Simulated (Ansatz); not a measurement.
Input file for Ansatz (a quantum-chemistry and plane-wave program): U-PBE0/def2-TZVPP on ZrS, 2S+1 = 3, a spin state set in the input, which need not be the lowest. Elements past Kr take the def2 small-core potentials; no spin–orbit coupling.

Ansatz 0.2 input:
```yaml
crystal:
  periodic: [false, false, false]
  atoms:
    - {symbol: Zr, position_ang: [0.00000000, 0.00000000, 0.00000000]}
    - {symbol: S, position_ang: [0.00000000, 0.00000000, 2.66000000]}
basis:
  gaussian:
    orbitals: def2-TZVPP
hamiltonian:
  xc: {name: PBE0}
magnetization: {spin_polarized: true, initial_magnetization: 2}
relax: {f_tol: 0.002, max_steps: 120}
```

Program output:

```
WARN ansatz: RAYON_NUM_THREADS=2 ignored (pool sized by the plan → 2); use --threads N
Functional definition: PBE0
integrals: 0.03 GiB planned
705 factors; their error is unknown
mean field: 0.35 GiB planned
mean field evaluation 1: about -12103.7239 eV, gradient 2.5e1 eV
mean field evaluation 2: about -11957.7539 eV, gradient 1.1e2 eV
mean field evaluation 4: about -12108.2144 eV, gradient 1.3e1 eV
mean field evaluation 8: about -12109.3928 eV, gradient 3.8e-1 eV
mean field evaluation 16: about -12109.4239 eV, gradient 2.1e-3 eV
mean field evaluation 32: about -12109.2518 eV, gradient 1.1e0 eV
mean field -12109.42385446 eV, -445.0131185890 hartree, gradient 1.0e-5 eV, S^2 2.185053; 3 other end points of the search recorded, 0 dependent functions left out
the calculation of the forces begins
reference -12109.42388315 eV, -445.0131196436 hartree; 15, 13 occupied and 83, 85 virtual orbitals, 705 factors
relax step   1: F+E_penalty+E_count = -12109.42385446 eV  Δ(F+E_penalty+E_count) = +0.000e0 eV  max|allowed force component| = 4.716e0 eV/Å  Δτ_max = 0.0000 Å  (97 SCF iters, accepted)
these checks for a lower state are left out or cut short: starts, cluster_reference, orbital_swaps, neighbouring_geometries, increment
integrals: 0.03 GiB planned
705 factors; their error is unknown
mean field: 0.35 GiB planned
mean field -12110.93268006 eV, -445.0685669074 hartree, gradient 2.5e-5 eV, S^2 2.026398; 0 other end points of the search recorded, 0 dependent functions left out
the calculation of the forces begins
reference -12110.93270853 eV, -445.0685679535 hartree; 15, 13 occupied and 83, 85 virtual orbitals, 705 factors
relax step   2: F+E_penalty+E_count = -12110.93268006 eV  Δ(F+E_penalty+E_count) = -1.509e0 eV  max|allowed force component| = 1.899e0 eV/Å  Δτ_max = 0.1950 Å  (49 SCF iters, accepted)
these checks for a lower state are left out or cut short: starts, cluster_reference, orbital_swaps, neighbouring_geometries, increment
integrals: 0.03 GiB planned
705 factors; their error is unknown
mean field: 0.36 GiB planned
mean field -12110.86557186 eV, -445.0661007263 hartree, gradient 2.0e-5 eV, S^2 2.013724; 0 other end points of the search recorded, 0 dependent functions left out
the calculation of the forces begins
reference -12110.86560026 eV, -445.0661017700 hartree; 15, 13 occupied and 83, 85 virtual orbitals, 705 factors
relax step   3: F+E_penalty+E_count = -12110.86557186 eV  Δ(F+E_penalty+E_count) = +6.711e-2 eV  max|allowed force component| = 3.237e0 eV/Å  Δτ_max = 0.0957 Å  (43 SCF iters, rejected (line search))
these checks for a lower state are left out or cut short: starts, cluster_reference, orbital_swaps, neighbouring_geometries, increment
integrals: 0.03 GiB planned
705 factors; their error is unknown
mean field: 0.35 GiB planned
mean field evaluation 64: about -12111.0203 eV, gradient 1.0e-1 eV
mean field -12111.02057987 eV, -445.0717971658 hartree, gradient 1.3e-5 eV, S^2 2.019658; 0 other end points of the search recorded, 0 dependent functions left out
the calculation of the forces begins
reference -12111.02060829 eV, -445.0717982099 hartree; 15, 13 occupied and 83, 85 virtual orbitals, 705 factors
relax step   4: F+E_penalty+E_count = -12111.02057987 eV  Δ(F+E_penalty+E_count) = -8.790e-2 eV  max|allowed force component| = 2.228e-1 eV/Å  Δτ_max = 0.0397 Å  (42 SCF iters, accepted)
these checks for a lower state are left out or cut short: starts, cluster_reference, orbital_swaps, neighbouring_geometries, increment
integrals: 0.03 GiB planned
705 factors; their error is unknown
mean field: 0.35 GiB planned
mean field -12111.02156548 eV, -445.0718333860 hartree, gradient 1.5e-5 eV, S^2 2.019014; 0 other end points of the search recorded, 0 dependent functions left out
the calculation of the forces begins
reference -12111.02159388 eV, -445.0718344299 hartree; 15, 13 occupied and 83, 85 virtual orbitals, 705 factors
relax step   5: F+E_penalty+E_count = -12111.02156548 eV  Δ(F+E_penalty+E_count) = -9.856e-4 eV  max|allowed force component| = 1.933e-2 eV/Å  Δτ_max = 0.0048 Å  (41 SCF iters, accepted)
these checks for a lower state are left out or cut short: starts, cluster_reference, orbital_swaps, neighbouring_geometries, increment
integrals: 0.03 GiB planned
705 factors; their error is unknown
mean field: 0.35 GiB planned
mean field -12111.02156894 eV, -445.0718335131 hartree, gradient 5.2e-5 eV, S^2 2.019099; 0 other end points of the search recorded, 0 dependent functions left out
the calculation of the forces begins
reference -12111.02159734 eV, -445.0718345571 hartree; 15, 13 occupied and 83, 85 virtual orbitals, 705 factors
relax step   6: F+E_penalty+E_count = -12111.02156894 eV  Δ(F+E_penalty+E_count) = -3.460e-6 eV  max|allowed force component| = 1.400e-2 eV/Å  Δτ_max = 0.0007 Å  (30 SCF iters, accepted)
these checks for a lower state are left out or cut short: starts, cluster_reference, orbital_swaps, neighbouring_geometries, increment
integrals: 0.03 GiB planned
705 factors; their error is unknown
mean field: 0.35 GiB planned
mean field -12111.02157276 eV, -445.0718336537 hartree, gradient 1.9e-5 eV, S^2 2.019064; 0 other end points of the search recorded, 0 dependent functions left out
the calculation of the forces begins
reference -12111.02160117 eV, -445.0718346976 hartree; 15, 13 occupied and 83, 85 virtual orbitals, 705 factors
relax step   7: F+E_penalty+E_count = -12111.02157276 eV  Δ(F+E_penalty+E_count) = -3.825e-6 eV  max|allowed force component| = 9.382e-6 eV/Å  Δτ_max = 0.0003 Å  (31 SCF iters, accepted)
integrals: 0.03 GiB planned
705 factors; their error is unknown
mean field: 0.35 GiB planned
mean field evaluation 96: about -12110.9914 eV, gradient 1.4e-1 eV
mean field -12111.02157276 eV, -445.0718336537 hartree, gradient 1.9e-5 eV, S^2 2.019064; 4 other end points of the search recorded, 0 dependent functions left out
the calculation of the forces begins
reference -12111.02160117 eV, -445.0718346976 hartree; 15, 13 occupied and 83, 85 virtual orbitals, 705 factors
Total energy: -12111.02160117 eV, -445.0718346976 hartree
Atom 0 at     0.000000     0.000000     0.239147 Å, force     0.000000    -0.000000    -0.000009 eV/Å
Atom 1 at    -0.000000    -0.000000     2.420853 Å, force    -0.000000     0.000000     0.000009 eV/Å
Dipole moment:    -0.000000     0.000000    -1.122842 e Å
```

The run converged.

Cost: very roughly 28 core-seconds.
